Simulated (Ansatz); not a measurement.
H6OSi2, SMILES `O[SiH2][SiH3]` (H–O–Si–Si torsion 180°) (charge 0, multiplicity 1).

These are r2SCAN/cc-pVTZ // B3LYP-D3(BJ)/def2-TZVP (Ansatz, an electronic-structure program) values and carry that method's errors.

Ansatz 0.2 input:
```yaml
crystal:
  periodic: [false, false, false]
  atoms:
    - { symbol: O, position_ang: [-1.766072, 0.696474, 0.386766] }
    - { symbol: Si, position_ang: [-0.745775, -0.498682, -0.145599] }
    - { symbol: Si, position_ang: [1.432355, 0.342425, 0.03986] }
    - { symbol: H, position_ang: [-2.71131, 0.526555, 0.382298] }
    - { symbol: H, position_ang: [-0.900815, -1.736505, 0.665401] }
    - { symbol: H, position_ang: [-1.045834, -0.871494, -1.554478] }
    - { symbol: H, position_ang: [1.748069, 0.680122, 1.448737] }
    - { symbol: H, position_ang: [1.601392, 1.555036, -0.796592] }
    - { symbol: H, position_ang: [2.38799, -0.693932, -0.426394] }
basis:
  gaussian: { orbitals: cc-pVTZ }
hamiltonian:
  xc: r2scan
```

Output:

```
Functional definition: r2SCAN
1077 factors; their error is unknown
mean field evaluation 1: about -17894.9035 eV, gradient 5.5e1 eV
mean field evaluation 2: about -17878.7688 eV, gradient 1.1e2 eV
mean field evaluation 4: about -17899.8189 eV, gradient 2.6e0 eV
mean field evaluation 8: about -17899.8401 eV, gradient 3.2e-2 eV
mean field evaluation 16: about -17899.7888 eV, gradient 3.2e-5 eV
mean field -17899.78883415 eV, -657.8051067422 hartree, gradient 3.2e-5 eV, S^2 0.000000; 0 other end points of the search recorded, 0 dependent functions left out
reference -17899.78884709 eV, -657.8051072177 hartree; 21, 21 occupied and 161, 161 virtual orbitals, 1077 factors
Total energy: -17899.78884709 eV, -657.8051072177 hartree
```
